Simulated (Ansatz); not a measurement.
Species: ClF$_{2}$In, SMILES `[F][In]([F])[Cl]` with one electron removed (charge 1, multiplicity 2), formula ClF2In.

Task: How many basis functions does frozen-core CCSD(T)/def2-TZVPP // PBE0-D4/def2-TZVP run with Ansatz (a quantum-chemistry and plane-wave program) use, how many core orbitals are frozen, and how many electrons are correlated?

Result: 154 basis functions and 11 frozen orbitals, which leaves 33 correlated electrons (filled d shells below the valence shell are correlated). Core time is of the order of minutes.
